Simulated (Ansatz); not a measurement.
[CuBr3(NH3)]- (CuBr₃NH₃⁻). Charge -1, multiplicity 2. Geometry PBE-D4/def2-SVPD, basis def2-TZVPD, Ansatz.

```json
{"run": "A", "HOMO (eV)": "-5.43", "LUMO (eV)": "1.84"}
{"run": "B", "HOMO (eV)": "-2.88", "LUMO (eV)": "0.12"}
{"run": "C", "HOMO (eV)": "-1.94", "LUMO (eV)": "-0.82"}
{"run": "D", "HOMO (eV)": "-2.65", "LUMO (eV)": "-0.22"}
{"run": "E", "HOMO (eV)": "-1.55", "LUMO (eV)": "-0.88"}
{"run": "F", "HOMO (eV)": "-5.65", "LUMO (eV)": "3.98"}
```

LC-ωPBE has ω = 0.4 bohr⁻¹. B3LYP takes the VWN-RPA correlation. No other spin state of charge -1 was run.

HOMO and LUMO are taken over both spins.

Task: The runs used B3LYP, HF, LC-ωPBE, PBE, PBE0, r2SCAN. Estimate which is which.

Result: A LC-ωPBE (range-separated); B PBE0 (25 % exact exchange); C r2SCAN (0 % exact exchange); D B3LYP (20 % exact exchange); E PBE (0 % exact exchange); F HF (100 % exact exchange). Exact exchange lowers occupied and raises empty levels; among semilocal functionals meta-GGAs tend to open the gap a little, and such runs are hard to tell apart. The gap grows from 0.67 eV (PBE) to 9.63 eV (HF).
